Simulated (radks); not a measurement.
The numbers below are computed, except where a source is named.
Q: The osmium ion Os3+, configuration [Xe] 4f14 5d5. Level of theory: scalar-relativistic Kohn-Sham, exchange-only LDA, spin-polarised, spherical densities, finite nucleus; open shells are filled with parallel spins first (spin-orbit coupling, left out, can overturn this in heavy ions); Fermi nuclear charge, rms radius 5.4126 fm (a radial shooting solver on a logarithmic mesh with Libxc functionals). Some entries of the table are withheld. Estimate them.

orbital  occ.  eigenvalue (hartree)  <1/r> (bohr^-1)
1s down     1             -2712.570            90.35
1s up       1             -2712.570            90.35
2s up       1             -473.3707            21.15
2s down     1             -473.3596            21.15
2p up       3             -412.6203            19.05
2p down     3             -412.6111            19.05
3s up       1             -110.9556            7.837
3s down     1             -110.9506            7.837
3p up       3             -93.10989            7.207
3p down     3             -93.10459            7.207
3d up       5             -73.09943            6.802
3d down     5             -73.09138            6.802
4s up       1             -24.22966            3.346
4s down     1             -24.21839            3.345
4p up       3             -18.37176            3.032
4p down     3             -18.36027            3.033
4d up       5             -11.08831            2.706
4d down     5             -11.07410            2.707
5s up       1              -4.47952            1.335
5s down     1              -4.37633            1.349
4f up       7              -2.99335            2.236
5p up       3              -2.98698            1.131
4f down     7              -2.96856            2.247
5p down     3              -2.85561            1.147
5d up       5              -1.30338           0.7975
6s up       0              -1.13809           0.5263
5d down     0              -1.13583           0.8059
6s down     0              -0.98444           0.5060
6p up       0              -0.81824              (1)
6p down     0              -0.69723              (2)
6d up       0              -0.45986           0.3065
6d down     0              -0.40433           0.2681
5f up       0              -0.36594           0.2994
5f down     0              -0.30104           0.2276

A: 
(1) 6p up <1/r> (bohr^-1): 0.4350
(2) 6p down <1/r> (bohr^-1): 0.4026
